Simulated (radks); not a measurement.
Values are calculated unless marked as measured or tabulated.
Q: All-electron atom: Te II in [Kr] 4d9.5 5s1.5 5p4 (fractional occupations, a model configuration). Level of theory: scalar-relativistic Kohn-Sham, r2SCAN, spin-polarised, spherical densities, finite nucleus; open shells are filled with parallel spins first (spin-orbit coupling, left out, can overturn this in heavy ions); meta-GGA in the generalised Kohn-Sham scheme; Fermi nuclear charge, rms radius 4.7423 fm (a radial shooting solver on a logarithmic mesh with Libxc functionals). Some entries of the table are withheld. Estimate them.

| orbital | occ. | eigenvalue (hartree) | r(max) (bohr) |
|---|---|---|---|
| 1s up | 1 | -1164.916 | 0.01794 |
| 1s down | 1 | -1164.911 | 0.01794 |
| 2s up | 1 | -179.7044 | 0.1013 |
| 2s down | 1 | -179.6950 | 0.1013 |
| 2p up | 3 | -161.2614 | 0.08125 |
| 2p down | 3 | -161.2519 | 0.08125 |
| 3s up | 1 | -36.42549 | 0.2922 |
| 3s down | 1 | -36.42066 | 0.2922 |
| 3p up | 3 | -30.39044 | 0.2859 |
| 3p down | 3 | -30.38379 | 0.2860 |
| 3d up | 5 | -21.28300 | 0.2382 |
| 3d down | 5 | -21.27276 | 0.2382 |
| 4s up | 1 | -6.70842 | 0.7009 |
| 4s down | 1 | -6.67432 | 0.7012 |
| 4p up | 3 | (1) | 0.7369 |
| 4p down | 3 | (2) | 0.7373 |
| 4d up | 5 | (3) | (4) |
| 4d down | 4.5 | (5) | (6) |
| 5s up | 1 | -0.97787 | 1.759 |
| 5s down | 0.5 | -0.86930 | 1.754 |
| 5p up | 3 | -0.58660 | 2.048 |
| 5p down | 1 | -0.49200 | 2.078 |

A: 
(1) 4p up eigenvalue (hartree): -4.82234
(2) 4p down eigenvalue (hartree): -4.78898
(3) 4d up eigenvalue (hartree): -2.05981
(4) 4d up r(max) (bohr): 0.8065
(5) 4d down eigenvalue (hartree): -2.02223
(6) 4d down r(max) (bohr): 0.8067
